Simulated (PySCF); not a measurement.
Electron correlation in Cu (copper, neutral)

[Ar] 3d10 4s1, 2S determinant. Calculation: PySCF 2.14, in ANO-RCC-VTZP; scalar relativity by spin-free X2C-1e. Frozen: [Ar]; 11 electrons correlated.

```tsv
level	correlation energy (mhartree)
CCSD	-448.30
(T)	-20.28
CCSD(T)	-468.58
```

Diagnostics: T1 = 0.021, D1 = 0.0740, largest double amplitude 0.030.

Cost of the coupled-cluster step: about 4 core-seconds, for 11 correlated electrons.
